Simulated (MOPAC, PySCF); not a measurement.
CH2B2O, SMILES `OC1B=B1` (H–O–C–B torsion 133°), neutral singlet in the gas phase. 

Cartesian coordinates (Å):
SMILES: B1=BC1O
```xyz
6

O      1.3113    -0.8631    -0.3686
C      0.1289    -0.2932     0.0627
B     -0.9624    -1.2121    -0.8361
B     -1.3532    -0.4406     0.4644
H      1.9479    -0.1638    -0.5914
H      0.3306     0.6730     0.5747
```
Charge 0, multiplicity 1.

All levels are single points at this geometry (r2SCAN-D4/def2-TZVP); Pople sets use spherical d functions. Orbital energies aren't observables, and empty levels follow the basis.

M06-2X/6-31G* in PySCF gives gap (eV) = 5.10.

### Question
Estimate the gap (eV) from each of these levels: r2SCAN-D4/def2-TZVP in PySCF; HF/3-21G in PySCF; HF/STO-3G in PySCF; PM3 in MOPAC; PM7 in MOPAC.

### Answer

| level | gap (eV) |
|---|---|
| r2SCAN-D4/def2-TZVP in PySCF | 1.66 |
| HF/3-21G in PySCF | 8.51 |
| HF/STO-3G in PySCF | 9.66 |
| PM3 in MOPAC | 9.84 |
| PM7 in MOPAC | 6.73 |
